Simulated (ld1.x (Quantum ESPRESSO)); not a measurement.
Reading a pseudo-wave (barium (Ba))

Columns: radius, all-electron u(r) and pseudo u(r) of the 6p shell (level -9.09 eV) of barium in the configuration [Kr] 4d10 5s2 5p6 5d0 6s0 6p0; revPBE, scalar-relativistic, ultrasoft scheme, ld1.x (Quantum ESPRESSO) 7.5.

```json
{"r (bohr)": "0.188", "all-electron": "-0.1079", "pseudo": "-0.0008"}
{"r (bohr)": "0.375", "all-electron": "0.0564", "pseudo": "-0.0029"}
{"r (bohr)": "0.562", "all-electron": "0.1702", "pseudo": "-0.0057"}
{"r (bohr)": "0.750", "all-electron": "0.0733", "pseudo": "-0.0080"}
{"r (bohr)": "0.938", "all-electron": "-0.0856", "pseudo": "-0.0086"}
{"r (bohr)": "1.125", "all-electron": "-0.2112", "pseudo": "-0.0059"}
{"r (bohr)": "1.312", "all-electron": "-0.2770", "pseudo": "0.0015"}
{"r (bohr)": "1.500", "all-electron": "-0.2859", "pseudo": "0.0149"}
{"r (bohr)": "1.688", "all-electron": "-0.2497", "pseudo": "0.0354"}
{"r (bohr)": "1.875", "all-electron": "-0.1830", "pseudo": "0.0632"}
{"r (bohr)": "2.062", "all-electron": "-0.0986", "pseudo": "0.0983"}
{"r (bohr)": "2.250", "all-electron": "-0.0056", "pseudo": "0.1406"}
{"r (bohr)": "2.438", "all-electron": "0.0878", "pseudo": "0.1885"}
{"r (bohr)": "2.625", "all-electron": "0.1764", "pseudo": "0.2403"}
{"r (bohr)": "2.812", "all-electron": "0.2573", "pseudo": "0.2941"}
{"r (bohr)": "3.000", "all-electron": "0.3295", "pseudo": "0.3479"}
{"r (bohr)": "3.188", "all-electron": "0.3915", "pseudo": "0.3990"}
{"r (bohr)": "3.375", "all-electron": "0.4428", "pseudo": "0.4450"}
{"r (bohr)": "3.562", "all-electron": "0.4839", "pseudo": "0.4842"}
{"r (bohr)": "3.750", "all-electron": "0.5151", "pseudo": "0.5151"}
{"r (bohr)": "3.938", "all-electron": "0.5365", "pseudo": "0.5365"}
{"r (bohr)": "4.125", "all-electron": "0.5489", "pseudo": "0.5489"}
{"r (bohr)": "4.312", "all-electron": "0.5533", "pseudo": "0.5533"}
{"r (bohr)": "4.500", "all-electron": "0.5505", "pseudo": "0.5505"}
{"r (bohr)": "4.688", "all-electron": "0.5417", "pseudo": "0.5417"}
{"r (bohr)": "4.875", "all-electron": "0.5280", "pseudo": "0.5280"}
```

Task: How many radial nodes do the two functions have?

Result: The all-electron 6p function has n − l − 1 = 4 (the table is too coarse to show those close to the nucleus); the pseudo-wave has 1, since 1 lower shell of the same l stays in the valence.

Task: At about which radius was the pseudo-wave matched?

Result: 3.75 bohr. The columns agree to 0.0005 from 3.56 bohr on; several derivatives are matched, so the curves merge somewhat inside the radius.

Task: Is the pseudo-wave norm-conserving?

Result: No, it belongs to an ultrasoft set: the norm inside the radius is not constrained, and the difference is carried by the augmentation charge.
